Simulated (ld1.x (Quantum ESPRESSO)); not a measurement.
nickel (Ni): one change to an RRKJ potential, before and after

Ni (Z = 28), norm-conserving RRKJ (Kleinman–Bylander form), made with ld1.x (Quantum ESPRESSO) 7.5 (BP86, scalar-relativistic). Core [Ar], reference 3d8 4s1.5 4p0.5. Waves: 4s (bound): rc 2.20 bohr; 4p (bound): rc 3.00 bohr; 3d (bound): rc 1.70 bohr. Local part: all-electron potential smoothed inside 1.30 bohr (lloc = -1). Core correction: a·sin(br)/r model core inside 1.05 bohr. rho0 = 0.02.

All-electron outer shells of the reference configuration (BP86, scalar-relativistic, ld1.x):

```tsv
shell	level (eV)	outermost node (bohr)	outermost maximum (bohr)
3s	-112.19	0.30	0.64
3p	-72.53	0.27	0.65
3d	-10.03	–	0.63
4s	-6.48	0.92	2.21
4p	-1.84	1.00	3.10
```

Change: core correction a·sin(br)/r model core inside 1.90 bohr.

Cutoffs: the cutoffs (Ry, on a coarse ladder) from which the occupation-weighted sum of valence levels, in a spherical-Bessel basis at the reference potential, stays within 10 and 1 mRy of its value at 400 Ry; they do not see the model core or the augmentation charge, which bear on the density cutoff. Errors are all-electron minus pseudo energies relative to the spin-unpolarised reference configuration.

**Question.** How do hardness, ghosts and transferability respond?

**Answer.** The potential gets neither clearly harder nor softer (70 Ry and 100 Ry → 70 Ry and 100 Ry); both files keep a bound ghost (s); of the 7 tests that both files solve, the error grows in 2 and shrinks in 5 by more than 15 % and 0.3 meV (median size 23.2 → 5.4 meV). A wider model core is smoother and lowers the density cutoff, which this test does not measure.

```csv
quantity,base,changed
"cutoff, loose",70 Ry,70 Ry
"cutoff, tight",100 Ry,100 Ry
bound ghosts,s,s
"error for 3d8 4s2 4p0, meV [ΔE -2.28 eV]",+0.1,+0.4
"error for 3d8 4s1 4p0, meV [ΔE 7.23 eV]",-1.3,-0.8
"error for 3d8 4s0 4p0, meV [ΔE 24.68 eV]",+0.5,+5.4
"error for 3d8.5 4s1.5 4p0, meV [ΔE -3.45 eV]",-23,-19
"error for 3d7 4s2 4p1, meV [ΔE 8.27 eV]",-70,-35
"error for 3d7 4s0 4p0, meV [ΔE 62.22 eV]",-125,-83
"error for 3d9 4s0 4p0, meV [ΔE 4.22 eV]",-27,-1.2
s: phases at 3.23 bohr within 0.05 rad from the reference energy up to (Ry; the scan ends near 5),1.8,1.8
p: phases at 3.23 bohr within 0.05 rad from the reference energy up to (Ry; the scan ends near 5),1.5,1.5
d: phases at 3.23 bohr within 0.05 rad from the reference energy up to (Ry; the scan ends near 5),0.6,0.6
```

 A true bound ghost makes a file unfit for plane-wave use even where its test errors are small: the radial tests pick states by their node count and pass the ghost by.
